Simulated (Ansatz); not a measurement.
Consider the hydrogenolysis of the Sn–N bond: `[NH2][Sn]([NH2])([NH2])[NH2]` + H₂ → `[NH2][SnH]([NH2])[NH2]` + NH₃.

Gas-phase electronic energies from Ansatz, PBE0-D4/def2-TZVP geometries. CBS: MP2 limit from def2 TZ/QZ plus the TZ coupled-cluster correction, frozen cores. This one scheme is used for every species. DFT in def2-TZVPP. Elements past krypton have def2 core potentials. For Sn outer-core shells are correlated without core-valence functions, which leaves a few kJ/mol of doubt a bond. Each species was taken in one conformer, which may not be the lowest.

```
             level  ΔE (kcal/mol)
            B97M-V           -4.8
           PBE0-D4           -3.3
        r2SCANh-D4           -2.2
        r2SCAN0-D4           -2.9
     CCSD/def2-SVP           -5.1
     HF/def2-TZVPP           -6.5
SCS-MP2/def2-TZVPP           -0.7
     HF/def2-QZVPP           -6.5
```

**Question.** What does CCSD(T)/CBS give? (Best estimate.)

**Answer.** Ansatz gave: -1.1 kcal/mol. The listed levels differ from it by -3.7, -2.2, -1.1, -1.8, -4.0, -5.4, 0.4, -5.4 kcal/mol.

Largest T1 diagnostic among the species: 0.012.

At CCSD(T), def2-SVP lies −3.2 kcal/mol from the extrapolated value and def2-TZVPP −0.4 kcal/mol. From PBE to PBE0 (25 % exact exchange), in def2-TZVPP and without D4, ΔE moves by −1.0 kcal/mol. The D4 term adds +2.1 kcal/mol with B3LYP and +1.2 kcal/mol with PBE0; it sums over pairs of atoms, weighted by their polarisabilities, and B3LYP, whose exchange is more repulsive, gets the larger term.

B3LYP here is the variant with VWN-RPA as its local correlation; programs differ in this.
